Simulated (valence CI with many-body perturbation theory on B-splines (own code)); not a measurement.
Values are calculated unless marked as measured or tabulated.
# Ladder of approximations for W XLIV

Level of theory: valence CI with perturbative core correlation (CI+MBPT): three valence electrons over a frozen Dirac-Fock core [Ar] 3d10, a basis of 11 s, 11 p, 9 d, 7 f, 5 g, 2 h, 1 i functions for each j, with the one-electron correlation potential Σ1, the two-electron term Σ2, the three-electron term Σ3, Breit, model QED; selected CI, second order for the rest (own B-spline code, finite nucleus).

No measured spectrum was set against this ion. As an estimate, large intervals hold to a few tenths of a per cent, small ones and those within an open d or f shell to about a per cent.

Each rung adds one term. CI alone is the Dirac-Coulomb CI over the frozen core; QED comes last and gives the full result, which names the levels. Energies are above (4s^2 4p1/2) J=1/2 on the same rung, in Ry.

Levels are named by their leading jj configuration (3d3/2^4 stands for four electrons in 3d with j = 3/2), which in mixed levels can hold well under half, so a name can repeat and another be missing. Letters in brackets count levels of one name in rising energy.

```tsv
Level	CI alone
(4s 4p1/2^2) J=1/2	7.134
(4s^2 4p3/2) J=3/2	7.264
(4s 4p1/2 4p3/2) J=3/2 [a]	13.402
(4s 4p1/2 4p3/2) J=5/2	14.041
(4s 4p1/2 4p3/2) J=3/2 [b]	14.948
(4s 4p1/2 4p3/2) J=1/2	15.165
(4s^2 4d3/2) J=3/2	19.195
(4s^2 4d5/2) J=5/2	20.242
(4s 4p3/2^2) J=5/2	21.557
(4p1/2^2 4p3/2) J=3/2	22.125
(4s 4p3/2^2) J=1/2	22.396
(4s 4p3/2^2) J=3/2	22.710
(4s 4p1/2 4d3/2) J=3/2 [a]	24.744
(4s 4p1/2 4d3/2) J=5/2	25.274
(4s 4p1/2 4d3/2) J=1/2	26.297
(4s 4p1/2 4d3/2) J=3/2 [b]	26.371
```

What do these energies become with core correlation, Breit and QED?

(4s 4p1/2^2) J=1/2 7.112 (-0.0219); (4s^2 4p3/2) J=3/2 7.217 (-0.0470); (4s 4p1/2 4p3/2) J=3/2 [a] 13.364 (-0.0376); (4s 4p1/2 4p3/2) J=5/2 13.979 (-0.0622); (4s 4p1/2 4p3/2) J=3/2 [b] 14.851 (-0.0968); (4s 4p1/2 4p3/2) J=1/2 15.037 (-0.1279); (4s^2 4d3/2) J=3/2 19.026 (-0.1690); (4s^2 4d5/2) J=5/2 20.114 (-0.1278); (4s 4p3/2^2) J=5/2 21.392 (-0.1645); (4p1/2^2 4p3/2) J=3/2 21.988 (-0.1375); (4s 4p3/2^2) J=1/2 22.251 (-0.1452); (4s 4p3/2^2) J=3/2 22.521 (-0.1887); (4s 4p1/2 4d3/2) J=3/2 [a] 24.632 (-0.1122); (4s 4p1/2 4d3/2) J=5/2 25.143 (-0.1303); (4s 4p1/2 4d3/2) J=1/2 26.108 (-0.1888); (4s 4p1/2 4d3/2) J=3/2 [b] 26.184 (-0.1869).

How does the ionisation energy move along the ladder, and which term matters most?

CI alone 2208.6, + Σ1 2210.5, + Σ2 2210.4, + Σ3 2210.3, + Breit 2207.6, + QED 2207.6 eV. The largest step is Breit, -2.7 eV. NIST lists 2210 ± 1.5 eV (semi-empirical).
